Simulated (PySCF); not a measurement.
## Correlation energy of Ta+ (tantalum, charge +1)

[Xe] 4f14 5d3 6s1, high-spin 5F determinant. All numbers are calculated (PySCF 2.14, scalar relativity by spin-free X2C-1e, in x2c-TZVPPall with one added diffuse shell each of s, p, d, f type (12s8p8d4f1g, 113 functions)). Frozen: [Xe] 4f14; 4 electrons correlated.

```tsv
level	correlation energy (mhartree)
CCSD	-30.43
(T)	-0.42
CCSD(T)	-30.85
```

Diagnostics: T1 = 0.0039, D1 = 0.0066, largest double amplitude 0.018.

Spin-orbit coupling, absent here, splits the open shell strongly.

Cost of the coupled-cluster step: roughly 18 core-seconds, for 4 correlated electrons.
